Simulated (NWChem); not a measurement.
# ZnNH$_{2}$Cl; SMILES [NH2][Zn][Cl]

```xyz
5

Zn    -0.0177     0.3314     0.0000
Cl     0.0208    -1.7751     0.0000
N      0.1019     2.1420     0.0000
H     -0.2676     2.6197    -0.8189
H     -0.2676     2.6197     0.8189
```
Atoms are numbered in this order, from 1.

All runs: NWChem. The geometry was optimised at PBE0/def2-SVP. Ions are spin-unrestricted doublets at the neutral geometry; other ion states weren't tried.

For level B3LYP/def2-SVP:

- vertical ionisation energy, ΔSCF (eV) = 9.36
- −ε(HOMO) (eV) = 6.57

### Question
Estimate the same quantities for level PBE/def2-SVP.

### Answer
| Quantity | Value |
|---|---|
| vertical ionisation energy, ΔSCF (eV) | 9.14 |
| −ε(HOMO) (eV) | 5.39 |
